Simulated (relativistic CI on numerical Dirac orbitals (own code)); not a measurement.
## V⁴⁺: K-alpha X-ray emission

Computed with this model: Dirac-Coulomb-Breit CI, orbitals from a KLI potential per configuration, model QED (radiative potential, 1s self-energy scaled to tabulated hydrogen-like ionisation energies), valence Slater integrals scaled by 0.7, multiplet model of X-ray emission after core ionisation; configurations [Ar] 3d → 1s 2s2 2p6 3s2 3p6 3d → [He] 2s2 2p5 3s2 3p6 3d; 300 K; Lorentzian 1.8 eV and Gaussian 0.6 eV FWHM. Energies are those of the free ion, without screening or charge transfer. S is read from ⟨S²⟩ = S(S + 1).

Field parameters in Wybourne normalisation: D4h B²₀ = −7Ds, B⁴₀ = 21(Dq − Dt), B⁴₄ = 21√(5/14) Dq. The field is a parameter set, without covalency.

Computed curve for D4h, 10Dq = 20650, Ds = -1500, Dt = 600 cm⁻¹, scaled to 100 at the maximum (points under 2 are left out and the grid is thinned):

| Energy (eV) | Intensity |
| --- | --- |
| 4935.6 | 2.0 |
| 4936.0 | 2.3 |
| 4936.4 | 2.6 |
| 4936.6 | 2.8 |
| 4937.0 | 3.4 |
| 4937.4 | 4.2 |
| 4937.8 | 5.2 |
| 4938.2 | 6.4 |
| 4938.6 | 7.3 |
| 4938.8 | 7.6 |
| 4939.2 | 8.5 |
| 4939.6 | 10.1 |
| 4940.0 | 12.9 |
| 4940.4 | 17.3 |
| 4940.6 | 20.2 |
| 4941.0 | 27.5 |
| 4941.4 | 37.8 |
| 4941.8 | 49.5 |
| 4942.2 | 55.6 |
| 4942.4 | 54.3 |
| 4942.8 | 44.6 |
| 4943.2 | 32.3 |
| 4943.6 | 23.4 |
| 4944.0 | 18.4 |
| 4944.4 | 16.2 |
| 4944.6 | 15.6 |
| 4945.0 | 15.1 |
| 4945.4 | 14.9 |
| 4945.8 | 15.4 |
| 4946.2 | 17.1 |
| 4946.4 | 18.4 |
| 4946.8 | 22.3 |
| 4947.2 | 28.4 |
| 4947.6 | 37.2 |
| 4948.0 | 49.8 |
| 4948.2 | 57.5 |
| 4948.6 | 75.3 |
| 4949.0 | 92.2 |
| 4949.4 | 100.0 |
| 4949.8 | 92.8 |
| 4950.2 | 73.4 |
| 4950.4 | 62.1 |
| 4950.8 | 42.3 |
| 4951.2 | 28.8 |
| 4951.6 | 20.3 |
| 4952.0 | 15.0 |
| 4952.2 | 13.1 |
| 4952.6 | 10.2 |
| 4953.0 | 8.2 |
| 4953.4 | 6.7 |
| 4953.8 | 5.6 |
| 4954.0 | 5.1 |
| 4954.4 | 4.4 |
| 4954.8 | 3.8 |
| 4955.2 | 3.3 |
| 4955.6 | 2.9 |
| 4956.0 | 2.6 |
| 4956.2 | 2.5 |
| 4956.6 | 2.2 |
| 4957.0 | 2.0 |

The ground state has S = 0.50, and the centroid lies at 4946.81 eV.
